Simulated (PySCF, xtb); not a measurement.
Sn(H)2(Cl)(OH) (ClH3OSn), SMILES [Cl][SnH2][OH].

GFN2-xTB in xtb at its own geometry gives an orbital gap of 5.09 eV and a dipole moment of 0.87 D.

Geometry: B3LYP-D3(BJ)/def2-SVP. The def2 effective core potentials stand for the cores of Sn; spin–orbit coupling is left out. Other conformers were not sampled.

Q: What does CAM-B3LYP/def2-TZVPD in PySCF give? (An estimate is asked for; the answer gives what the named calculation found.)

A: gap 9.79 eV (levels -10.18 and -0.38 eV), dipole 2.14 D.
